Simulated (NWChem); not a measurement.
System: CH₆AlOSi cation; SMILES [CH3][Al+][O][SiH3]

NWChem input:

```
start job
memory heap 200 mb stack 900 mb global 1100 mb
charge 1
geometry units angstroms noautosym nocenter noautoz
  Al    -0.670364     0.419248     0.855624
  C     -1.759909     1.114010     2.254181
  H     -1.947544     0.328111     3.003114
  H     -2.720878     1.458692     1.839908
  H     -1.247358     1.961317     2.737095
  O      0.263028    -0.173579    -0.340264
  Si     1.251332    -0.791866    -1.602734
  H      0.383207    -1.687273    -2.406047
  H      2.361292    -1.518898    -0.939329
  H      1.721313     0.386493    -2.371645
end
basis spherical
  Al library pcsseg-1
  C library pcsseg-1
  H library pcsseg-1
  O library pcsseg-1
  Si library pcsseg-1
end
dft
  xc xpbe96 cpbe96
  iterations 150
end
property
  shielding 9 1 2 3 4 5 6 7 8 10
end
task dft property
```

Parts of the log:

```
             Northwest Computational Chemistry Package (NWChem) 7.3.0
             --------------------------------------------------------

                             Geometry "geometry" -> ""
                             -------------------------

 Output coordinates in angstroms (scale by  1.889725989 to convert to a.u.)

  No.       Tag          Charge          X              Y              Z
 ---- ---------------- ---------- -------------- -------------- --------------
    1 Al                  13.0000    -0.67036400     0.41924800     0.85562400
    2 C                    6.0000    -1.75990900     1.11401000     2.25418100
    3 H                    1.0000    -1.94754400     0.32811100     3.00311400
    4 H                    1.0000    -2.72087800     1.45869200     1.83990800
    5 H                    1.0000    -1.24735800     1.96131700     2.73709500
    6 O                    8.0000     0.26302800    -0.17357900    -0.34026400
    7 Si                  14.0000     1.25133200    -0.79186600    -1.60273400
    8 H                    1.0000     0.38320700    -1.68727300    -2.40604700
    9 H                    1.0000     2.36129200    -1.51889800    -0.93932900
   10 H                    1.0000     1.72131300     0.38649300    -2.37164500

 Effective nuclear repulsion energy (a.u.)     187.3025616617

  pbe96 is a nonlocal functional; adding pw91lda local functional.
                              NWChem Property Module
                              ----------------------

  itol2e modified to match energy
  convergence criterion.

                                 NWChem DFT Module
                                 -----------------

 Summary of "ao basis" -> "ao basis" (spherical)
 ------------------------------------------------------------------------------
       Tag                 Description            Shells   Functions and Types
 ---------------- ------------------------------  ------  ---------------------
 Al                         pcsseg-1                10       24   4s5p1d
 C                          pcsseg-1                 7       17   3s3p1d
 H                          pcsseg-1                 3        5   2s1p
 O                          pcsseg-1                 7       17   3s3p1d
 Si                         pcsseg-1                10       24   4s5p1d

  itol2e modified to match energy
  convergence criterion.

            General Information
            -------------------
          SCF calculation type: DFT
          Wavefunction type:  closed shell.
          No. of atoms     :    10
          No. of electrons :    46
           Alpha electrons :    23
            Beta electrons :    23
          Charge           :     1
          Spin multiplicity:     1
          Use of symmetry is: off; symmetry adaption is: off
          Maximum number of iterations: 150
          AO basis - number of functions:   112
                     number of shells:    52
          Convergence on energy requested:  1.00D-07
          Convergence on density requested:  1.00D-05
          Convergence on gradient requested:  5.00D-04

              XC Information
              --------------
          PerdewBurkeErnzerhof Exchange Functional  1.000
            Perdew 1991 LDA Correlation Functional  1.000 local
           PerdewBurkeErnz. Correlation Functional  1.000 non-local

             Grid Information
             ----------------
          Grid used for XC integration:  fine
          Radial quadrature: Mura-Knowles
          Angular quadrature: Lebedev.
          Tag              B.-S. Rad. Rad. Pts. Rad. Cut. Ang. Pts.
          ---              ---------- --------- --------- ---------
          Al                  1.25      123          12.0       770
          C                   0.70       70          14.0       590
          H                   0.35       60          15.0       590
          O                   0.60       70          11.0       590
          Si                  1.10      123          14.0       770
          Grid pruning is: on
          Number of quadrature shells:   746
          Spatial weights used:  Erf1

      Superposition of Atomic Density Guess
      -------------------------------------

 Sum of atomic energies:        -646.05956512

 Renormalizing density from      47.00 to     46

      Non-variational initial energy
      ------------------------------

 Total energy =    -638.634363
 1-e energy   =   -1238.411850
 2-e energy   =     412.474925
 HOMO         =      -0.645481
 LUMO         =      -0.346131

   convergence    iter        energy       DeltaE   RMS-Dens  Diis-err
 ---------------- ----- ----------------- --------- --------- ---------
 d= 0,ls=0.0,diis     1   -647.9964724740 -8.35D+02  2.22D-02  2.51D+00
 d= 0,ls=0.0,diis     2   -645.2837470691  2.71D+00  2.01D-02  2.13D+01
 d= 0,ls=0.0,diis     3   -648.1761449886 -2.89D+00  3.89D-03  3.93D-01
 d= 0,ls=0.0,diis     4   -648.2028187107 -2.67D-02  2.31D-03  1.00D-01
 d= 0,ls=0.0,diis     5   -648.2108115584 -7.99D-03  1.13D-03  3.33D-02
  Resetting Diis
 d= 0,ls=0.0,diis     6   -648.2150848599 -4.27D-03  1.73D-04  6.00D-04
 d= 0,ls=0.0,diis     7   -648.2151726963 -8.78D-05  8.18D-05  2.45D-05
 d= 0,ls=0.0,diis     8   -648.2151643738  8.32D-06  4.24D-05  1.21D-04
 d= 0,ls=0.0,diis     9   -648.2151756494 -1.13D-05  1.45D-05  2.95D-06
 d= 0,ls=0.0,diis    10   -648.2151760347 -3.85D-07  2.09D-06  1.32D-07
 d= 0,ls=0.0,diis    11   -648.2151760478 -1.31D-08  7.16D-07  2.19D-08

         Total DFT energy =     -648.215176047797
      One electron energy =    -1260.416056533826
           Coulomb energy =      480.068134014007
    Exchange-Corr. energy =      -55.169815189690
 Nuclear repulsion energy =      187.302561661711

 Numeric. integr. density =       45.999998729501

                       DFT Final Molecular Orbital Analysis
                       ------------------------------------

 Vector   21  Occ=2.000000D+00  E=-5.165585D-01
              MO Center= -1.2D+00,  7.4D-01,  1.5D+00, r^2= 3.7D+00
   Bfn.  Coefficient  Atom+Function         Bfn.  Coefficient  Atom+Function
  ----- ------------  ---------------      ----- ------------  ---------------
     3      0.340097   1 Al s                33     -0.233437   2 C  pz
     2     -0.202603   1 Al s                16      0.188336   1 Al pz
    31      0.181647   2 C  px               36     -0.170594   2 C  pz
    14     -0.147283   1 Al px               34      0.132730   2 C  px
    42     -0.120282   3 H  s                47     -0.119828   4 H  s

 Vector   22  Occ=2.000000D+00  E=-4.401865D-01
              MO Center=  9.9D-01, -1.1D+00, -1.5D+00, r^2= 2.8D+00
   Bfn.  Coefficient  Atom+Function         Bfn.  Coefficient  Atom+Function
  ----- ------------  ---------------      ----- ------------  ---------------
    98      0.350901   8 H  s               103     -0.277882   9 H  s
    87     -0.258203   7 Si px               99      0.194181   8 H  s
    66      0.185380   6 O  px               63      0.172637   6 O  px
    89     -0.163471   7 Si pz              104     -0.153808   9 H  s
    68      0.117003   6 O  pz               65      0.109051   6 O  pz

 Vector   23  Occ=2.000000D+00  E=-4.401639D-01
              MO Center=  1.4D+00, -3.9D-01, -1.5D+00, r^2= 2.8D+00
   Bfn.  Coefficient  Atom+Function         Bfn.  Coefficient  Atom+Function
  ----- ------------  ---------------      ----- ------------  ---------------
   108      0.363071  10 H  s                88      0.283700   7 Si py
   103     -0.244726   9 H  s                67     -0.203412   6 O  py
   109      0.201098  10 H  s                64     -0.189551   6 O  py
    89     -0.138302   7 Si pz              104     -0.135513   9 H  s
    98     -0.118099   8 H  s                61     -0.101624   6 O  py

[...]

          -----------------------------------------
          Chemical Shielding Tensors (GIAO, in ppm)
          -----------------------------------------

                                NWChem CPHF Module
                                ------------------

  scftype          =     RHF
  nclosed          =       23
  nopen            =        0
  variables        =     2047
  # of vectors     =        3
  tolerance        = 0.10D-03
  level shift      = 0.00D+00
  max iterations   =       50
  max subspace     =       30

 SCF residual:    1.7143155162842168E-005

Iterative solution of linear equations
  No. of variables     2047
  No. of equations        3
  Maximum subspace       30
        Iterations       50
       Convergence  1.0D-04

   iter   nsub   residual    time
   ----  ------  --------  ---------
     1      3    1.02D-05      55.0

      Atom:    1  Al
        Diamagnetic
    794.9210     -0.2568     -0.5249
     -0.2568    794.6707      0.3283
     -0.5249      0.3283    795.1809

        Paramagnetic
   -376.1552   -110.1243   -222.2346
   -110.1243   -479.5973    141.1418
   -222.2346    141.1418   -264.7273

        Total Shielding Tensor
    418.7658   -110.3811   -222.7594
   -110.3811    315.0734    141.4701
   -222.7594    141.4701    530.4536

           isotropic =     421.4309
          anisotropy =     529.4016

          Principal Components and Axis System
                 1           2           3
              774.3654    244.9704    244.9571

      1        -0.5730      0.2822      0.7695
      2         0.3639      0.9288     -0.0696
      3         0.7344     -0.2401      0.6349

      Atom:    2  C
        Diamagnetic
    253.6548     -3.0958     -6.2327
     -3.0958    250.7806      3.9771
     -6.2327      3.9771    256.8033

        Paramagnetic
    -59.2608      0.3002      0.5807
      0.3002    -59.0392     -0.3749
      0.5807     -0.3749    -59.5770

        Total Shielding Tensor
    194.3940     -2.7956     -5.6519
     -2.7956    191.7414      3.6021
     -5.6519      3.6021    197.2263

           isotropic =     194.4539
          anisotropy =      13.4453

          Principal Components and Axis System
                 1           2           3
              203.4174    189.9881    189.9561

      1        -0.5728      0.8144     -0.0933
      2         0.3638      0.3545      0.8614
      3         0.7346      0.4595     -0.4993

      Atom:    3  H
        Diamagnetic
     23.5407      1.7538     -4.4880
      1.7538     28.7032     -6.9718
     -4.4880     -6.9718     32.6836

        Paramagnetic
      2.4413     -0.2878      1.2412
     -0.2878      1.2647      1.5034
      1.2412      1.5034      0.2171

        Total Shielding Tensor
     25.9820      1.4660     -3.2468
      1.4660     29.9678     -5.4684
     -3.2468     -5.4684     32.9007

           isotropic =      29.6168
          anisotropy =      12.7151

          Principal Components and Axis System
                 1           2           3
               38.0935     26.2520     24.5050

      1        -0.2764     -0.5013      0.8200
      2        -0.5704      0.7722      0.2798
      3         0.7735      0.3904      0.4994

      Atom:    4  H
        Diamagnetic
     36.4375     -6.0353      2.5264
     -6.0353     23.8998     -0.5659
      2.5264     -0.5659     24.5789

        Paramagnetic
     -0.5684      1.5051     -0.4185
      1.5051      2.4536      0.0049
     -0.4185      0.0049      2.0391

        Total Shielding Tensor
     35.8691     -4.5302      2.1079
     -4.5302     26.3534     -0.5610
      2.1079     -0.5610     26.6180

           isotropic =      29.6135
          anisotropy =      12.7144

          Principal Components and Axis System
                 1           2           3
               38.0898     26.2480     24.5027

      1         0.9137     -0.1155      0.3896
      2        -0.3616      0.2068      0.9091
      3         0.1856      0.9715     -0.1472

      Atom:    5  H
        Diamagnetic
     24.9428      4.1328      1.6669
      4.1328     32.1812      7.7236
      1.6669      7.7236     27.8043

        Paramagnetic
      2.0615     -0.8943     -0.1785
     -0.8943      0.5061     -1.9211
     -0.1785     -1.9211      1.3503

        Total Shielding Tensor
     27.0044      3.2384      1.4884
      3.2384     32.6873      5.8024
      1.4884      5.8024     29.1546

           isotropic =      29.6154
          anisotropy =      12.7090

          Principal Components and Axis System
                 1           2           3
               38.0880     26.2538     24.5043

      1         0.3012      0.8514      0.4295
      2         0.7760      0.0430     -0.6293
      3         0.5542     -0.5228      0.6477

      Atom:    6  O
        Diamagnetic
    396.3454     -9.1386    -18.5505
     -9.1386    387.5976     11.6864
    -18.5505     11.6864    405.5628

        Paramagnetic
   -144.9951    -29.8483    -59.7886
    -29.8483   -172.4648     38.3343
    -59.7886     38.3343   -114.7831

        Total Shielding Tensor
    251.3504    -38.9869    -78.3391
    -38.9869    215.1329     50.0207
    -78.3391     50.0207    290.7797

           isotropic =     252.4210
          anisotropy =     186.4714

          Principal Components and Axis System
                 1           2           3
              376.7352    190.2838    190.2440

      1        -0.5723      0.8069      0.1460
      2         0.3653      0.0915      0.9264
      3         0.7342      0.5835     -0.3471

      Atom:    7  Si
        Diamagnetic
    878.9825     -2.5132     -5.1293
     -2.5132    876.5416      3.2097
     -5.1293      3.2097    881.5207

        Paramagnetic
   -548.3753    -26.9469    -55.1700
    -26.9469   -574.9358     34.4692
    -55.1700     34.4692   -521.1542

        Total Shielding Tensor
    330.6071    -29.4600    -60.2992
    -29.4600    301.6058     37.6789
    -60.2992     37.6789    360.3665

           isotropic =     330.8598
          anisotropy =     142.6903

          Principal Components and Axis System
                 1           2           3
              425.9866    283.3870    283.2057

      1        -0.5754      0.8164      0.0486
      2         0.3589      0.1987      0.9120
      3         0.7349      0.5422     -0.4073

      Atom:    8  H
        Diamagnetic
     26.3505      3.9867      3.2130
      3.9867     27.8168      6.3961
      3.2130      6.3961     28.7355

        Paramagnetic
     -2.1528     -3.0186     -2.7727
     -3.0186     -2.4701     -2.7650
     -2.7727     -2.7650     -1.8161

        Total Shielding Tensor
     24.1977      0.9681      0.4402
      0.9681     25.3467      3.6311
      0.4402      3.6311     26.9194

           isotropic =      25.4879
          anisotropy =       6.7752

          Principal Components and Axis System
                 1           2           3
               30.0047     24.1687     22.2904

      1         0.1623      0.9525     -0.2577
      2         0.6274      0.1020      0.7720
      3         0.7616     -0.2870     -0.5810

      Atom:    9  H
        Diamagnetic
     24.7120      3.3679     -4.4919
      3.3679     29.8542     -5.4801
     -4.4919     -5.4801     28.3570

        Paramagnetic
     -0.1974     -2.1997      1.3497
     -2.1997     -4.6479      3.5718
      1.3497      3.5718     -1.6131

        Total Shielding Tensor
     24.5147      1.1681     -3.1422
      1.1681     25.2063     -1.9083
     -3.1422     -1.9083     26.7440

           isotropic =      25.4883
          anisotropy =       6.7722

          Principal Components and Axis System
                 1           2           3
               30.0031     24.1765     22.2854

      1        -0.5164     -0.3009      0.8018
      2        -0.4222      0.9040      0.0673
      3         0.7451      0.3037      0.5939
```

Level: PBE/pcSseg-1, GIAO. The geometry was optimised at PBE0/def2-SVP. The output numbers the shielded atoms by their place in the input's list. The printed shielding anisotropy is the first printed principal value minus the mean of the other two.
